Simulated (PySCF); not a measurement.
CH5ClF2Si2, SMILES C[Si](F)(F)[SiH2]Cl.

Geometry: PBE-D3(BJ)/def2-SVP. The structure was generated by enumeration, and PubChem lists no compound with its InChIKey, so it may never have been made. The values are those of a single conformer.

These are PBE-D3(BJ)/def2-SVP (PySCF 2.14.0) values and carry that method's errors.

Frequencies are harmonic and unscaled.

```json
[
 {"mode": "1", "ν (cm⁻¹)": "38", "IR (km/mol)": "1.8", "moving atoms (share of kinetic energy)": "F 29 %, Cl 28 %, Si 21 %, H 12 %, C 10 %"},
 {"mode": "2", "ν (cm⁻¹)": "74", "IR (km/mol)": "3.2", "moving atoms (share of kinetic energy)": "Cl 42 %, F 23 %, C 17 %, Si 11 %, H 8 %"},
 {"mode": "3", "ν (cm⁻¹)": "126", "IR (km/mol)": "0.9", "moving atoms (share of kinetic energy)": "H 49 %, F 20 %, Si 17 %, C 14 %"},
 {"mode": "4", "ν (cm⁻¹)": "137", "IR (km/mol)": "0.5", "moving atoms (share of kinetic energy)": "H 74 %, F 14 %"},
 {"mode": "5", "ν (cm⁻¹)": "169", "IR (km/mol)": "0.1", "moving atoms (share of kinetic energy)": "F 53 %, Cl 20 %, Si 15 %"},
 {"mode": "6", "ν (cm⁻¹)": "218", "IR (km/mol)": "1.1", "moving atoms (share of kinetic energy)": "F 39 %, H 24 %, Si 18 %, C 17 %"},
 {"mode": "7", "ν (cm⁻¹)": "244", "IR (km/mol)": "29.4", "moving atoms (share of kinetic energy)": "Si 37 %, F 36 %, H 17 %, C 10 %"},
 {"mode": "8", "ν (cm⁻¹)": "295", "IR (km/mol)": "18.8", "moving atoms (share of kinetic energy)": "F 66 %, Si 22 %"},
 {"mode": "9", "ν (cm⁻¹)": "432", "IR (km/mol)": "17.4", "moving atoms (share of kinetic energy)": "Si 58 %, H 23 %, F 13 %"},
 {"mode": "10", "ν (cm⁻¹)": "467", "IR (km/mol)": "15.2", "moving atoms (share of kinetic energy)": "H 63 %, Si 25 %"},
 {"mode": "11", "ν (cm⁻¹)": "526", "IR (km/mol)": "44.4", "moving atoms (share of kinetic energy)": "Si 50 %, Cl 43 %"},
 {"mode": "12", "ν (cm⁻¹)": "655", "IR (km/mol)": "1.4", "moving atoms (share of kinetic energy)": "H 91 %"},
 {"mode": "13", "ν (cm⁻¹)": "686", "IR (km/mol)": "36.8", "moving atoms (share of kinetic energy)": "H 33 %, C 30 %, F 19 %, Si 18 %"},
 {"mode": "14", "ν (cm⁻¹)": "744", "IR (km/mol)": "1.2", "moving atoms (share of kinetic energy)": "H 68 %, C 21 %, F 11 %"},
 {"mode": "15", "ν (cm⁻¹)": "750", "IR (km/mol)": "256.4", "moving atoms (share of kinetic energy)": "H 76 %, C 12 %, Si 11 %"},
 {"mode": "16", "ν (cm⁻¹)": "802", "IR (km/mol)": "90.5", "moving atoms (share of kinetic energy)": "H 58 %, Si 24 %, C 11 %"},
 {"mode": "17", "ν (cm⁻¹)": "860", "IR (km/mol)": "76.7", "moving atoms (share of kinetic energy)": "Si 38 %, F 36 %, H 22 %"},
 {"mode": "18", "ν (cm⁻¹)": "898", "IR (km/mol)": "60.8", "moving atoms (share of kinetic energy)": "H 85 %, Si 9 %"},
 {"mode": "19", "ν (cm⁻¹)": "918", "IR (km/mol)": "130.9", "moving atoms (share of kinetic energy)": "Si 48 %, F 43 %"},
 {"mode": "20", "ν (cm⁻¹)": "1220", "IR (km/mol)": "39.9", "moving atoms (share of kinetic energy)": "H 77 %, C 23 %"},
 {"mode": "21", "ν (cm⁻¹)": "1368", "IR (km/mol)": "8.6", "moving atoms (share of kinetic energy)": "H 96 %"},
 {"mode": "22", "ν (cm⁻¹)": "1377", "IR (km/mol)": "3.0", "moving atoms (share of kinetic energy)": "H 96 %"},
 {"mode": "23", "ν (cm⁻¹)": "2161", "IR (km/mol)": "71.7", "moving atoms (share of kinetic energy)": "H 98 %"},
 {"mode": "24", "ν (cm⁻¹)": "2178", "IR (km/mol)": "79.0", "moving atoms (share of kinetic energy)": "H 96 %"},
 {"mode": "25", "ν (cm⁻¹)": "2980", "IR (km/mol)": "0.1", "moving atoms (share of kinetic energy)": "H 97 %"},
 {"mode": "26", "ν (cm⁻¹)": "3086", "IR (km/mol)": "0.2", "moving atoms (share of kinetic energy)": "H 91 %, C 9 %"},
 {"mode": "27", "ν (cm⁻¹)": "3088", "IR (km/mol)": "0.0", "moving atoms (share of kinetic energy)": "H 91 %, C 9 %"}
]
```
